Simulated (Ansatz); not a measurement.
Consider the redistribution: `C[N](C)[Ga]([Cl])[Cl]` + `[F][In]([SH])[O][SiH3]` → `[SiH3][O][Ga]([Cl])[Cl]` + `C[N](C)[In]([F])[SH]`.

Gas-phase electronic energies from Ansatz, PBE0-D4/def2-TZVP geometries. CCSD(T)/CBS adds triple-zeta CCSD(T) − MP2 to the extrapolated MP2 energy (def2 sets, frozen cores). Functionals use def2-TZVPP. Elements past krypton have def2 core potentials. For Ga, In outer-core shells are correlated without core-valence functions, which leaves a few kJ/mol of doubt a bond. Scalar relativity is left out up to krypton. Each species was taken in one conformer, which may not be the lowest.

(1) Is it downhill or uphill in electronic energy at CCSD(T)/CBS, and by how much? (Best estimate.)

(2) What do these levels give: PBE0-D4, ωB97M-V, PBE0, MP2/def2-TZVPP, CCSD(T)/def2-TZVPP, MP2/def2-QZVPP? (An estimate is asked.)

Largest T1 diagnostic among the species: 0.015.

## Answers

(1) Ansatz gave: Uphill: ΔE = +3.7 kcal/mol.

(2) The calculation gave: PBE0-D4 3.3, ωB97M-V 3.2, PBE0 3.1, MP2/def2-TZVPP 2.8, CCSD(T)/def2-TZVPP 2.9, MP2/def2-QZVPP 3.3 kcal/mol.
